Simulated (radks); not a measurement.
Excited configurations of La+: one electron is placed in a higher orbital outside [Xe] 5d1. The ground configuration is [Xe] 5d2. All-electron calculation, scalar-relativistic Kohn-Sham, r2SCAN, spin-polarised, spherical densities, finite nucleus; open shells are filled with parallel spins first (spin-orbit coupling, left out, can overturn this in heavy ions); meta-GGA in the generalised Kohn-Sham scheme; Fermi nuclear charge, rms radius 4.855 fm. Program: a radial shooting solver on a logarithmic mesh with Libxc functionals. Excitation = E - E(ground); binding = E(ion) - E, where the ion is the core of charge +2; n* = 2/sqrt(2 binding) in atomic units, and the quantum defect is n - n*.

outer orbital  excitation (eV)  binding (eV)     n*  quantum defect  eigenvalue (eV)  <r> (bohr)
4f                       1.475         9.555  2.387           1.613           -3.457       1.528
5f                       7.520         3.510  3.938           1.062           -2.455       8.557
6s                      -0.007        11.037  2.221           3.779           -8.900       4.024
6p                       3.106         7.924  2.621           3.379           -6.192       5.001
6d                       6.349         4.681  3.410           2.590           -3.510       7.589
6f                       8.686         2.344  4.819           1.181           -1.771       14.85
7s                       5.835         5.195  3.237           3.763           -4.169       8.182
7p                       6.866         4.164  3.615           3.385           -3.323       9.790
7d                       8.194         2.837  4.380           2.620           -2.216       13.47
7f                       9.374         1.656  5.733           1.267           -1.293       22.57

The Delta-SCF ionisation energy is 11.030 eV (NIST Atomic Spectra Database: 11.185 eV, measured). Self-interaction in the functional shifts the binding energies and quantum defects, so they are the method's values and not measured ones. Open shells are spherical and high-spin; term and fine-structure splittings are not resolved. Spin-orbit splitting is averaged out at the scalar-relativistic level. A negative excitation energy means that this level of theory puts the configuration below the NIST ground configuration.
